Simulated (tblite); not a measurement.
Compound: C₆H₄ClO₂ (doublet state).
Z-matrix (Å and degrees, GFN2-xTB geometry), rows numbered from 1:
```
O 
C   1  1.3698
C   2  1.3618  1  125.54
C   3  1.3639  2  124.55  1  -179.97
Cl  4  1.7277  3  122.12  2   179.85
C   4  1.3933  3  117.82  2    -0.10
C   6  1.3827  4  119.78  3     0.10
C   7  1.3854  6  121.27  4    -0.02
O   8  1.3526  2  119.73  1     0.09
H   1  0.9631  2  109.00  3     0.08
H   6  1.0782  4  119.31  3  -179.95
H   7  1.0781  6  120.45  4   179.95
H   9  0.9679  8  108.27  2     0.12
```

All values are computed: GFN2-xTB (tblite) harmonic vibrations without scaling, gas phase. The method is semi-empirical: single wavenumbers can be off by several per cent or more. One conformer, not necessarily the lowest. Open shells enter through the occupations alone, without spin polarisation, and single modes of such species can be off by tens of per cent.

Harmonic wavenumbers (cm⁻¹): 109.6, 202.3, 217.1, 277.0, 296.9, 343.9, 383.3, 435.0, 448.5, 462.8, 523.5, 540.3, 618.0, 635.5, 785.7, 798.4, 859.6, 866.3, 1062.6, 1096.2, 1141.7, 1171.7, 1218.2, 1291.5, 1299.9, 1397.2, 1494.4, 1511.0, 1609.8, 3095.4, 3112.7, 3472.6, 3549.9.

A = 3244, B = 871.8, C = 687.1 MHz; mass 142.990 u (most abundant isotopes); point group Cs, symmetry number 1; spin multiplicity 2.

What is the zero-point energy?

Half the sum of the wavenumbers: 18164 cm⁻¹ = 217.29 kJ/mol.

What is S at 298.15 K and 1 bar for an ideal gas of classical rigid rotors and harmonic oscillators?

Translation 170.75, rotation 123.40, vibration 75.67, spin (R ln 2) 5.76: S = 375.6 J/(mol K).

And Cp and H(298.15 K) − H(0)?

Cp = 136.95 J/(mol K), of which vibrations give 103.69 (their classical limit is 33 R = 274.4); H(298.15 K) − H(0) = 23.84 kJ/mol without the zero-point energy, 13.93 from vibrations.

Blend soft modes into free rotors: weight 1/[1 + (100 cm⁻¹/ν̃)⁴] for the oscillator and the rest for a rotor with moment μB/(μ + B), μ = h/(8π²ν), B = 10⁻⁴⁴ kg m². What vibrational entropy results?

74.92 J/(mol K) in place of 75.67, which changes −T·S at 298.15 K by +0.23 kJ/mol.

Which modes carry the vibrational entropy at 298.15 K?

109.6 cm⁻¹: 13.71; 202.3 cm⁻¹: 8.84; 217.1 cm⁻¹: 8.30; 277.0 cm⁻¹: 6.49; 296.9 cm⁻¹: 6.00; 343.9 cm⁻¹: 5.00 J/(mol K); the other 27 give 27.34 together.

Hindered rotation and anharmonicity are outside this model. Other conformers, if any are populated, would add a mixing term that is left out.

Time: 0.45 s of wall time. Hardware: one thread, Arm Neoverse V1 (aarch64), shared host with 32 logical CPUs at a one-minute load of 14. The figure is for the frequency step alone.
